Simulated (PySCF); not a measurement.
Si(All)(Cl)2(H), SMILES C=CC[SiH](Cl)Cl (B3LYP/def2-SVP optimised geometry):

```
12

Si     0.176    -1.966     0.000
Cl    -0.470    -2.978     1.696
Cl    -0.465    -2.993    -1.689
C     -0.561    -0.234     0.000
C     -0.177     0.565    -1.213
C      0.671     1.599    -1.225
H      1.657    -1.966     0.000
H     -1.657    -0.352     0.074
H     -0.222     0.258     0.929
H     -0.623     0.236    -2.160
H      1.146     1.966    -0.308
H      0.918     2.121    -2.153
```

Computed with B3LYP/def2-TZVP (PySCF).

What are the frontier orbital energies and the dipole moment?

HOMO-2 -8.94 eV, HOMO-1 -8.83 eV, HOMO -7.34 eV, LUMO -0.63 eV, LUMO+1 0.06 eV; dipole moment 1.79 D.

Meta-Löwdin charges at B3LYP/def2-TZVP: Si1 0.88, Cl2 -0.30, Cl3 -0.30, C4 -0.45, C5 -0.09, C6 -0.26, H7 -0.10, H8 0.13, H9 0.13, H10 0.12, H11 0.11, H12 0.12.
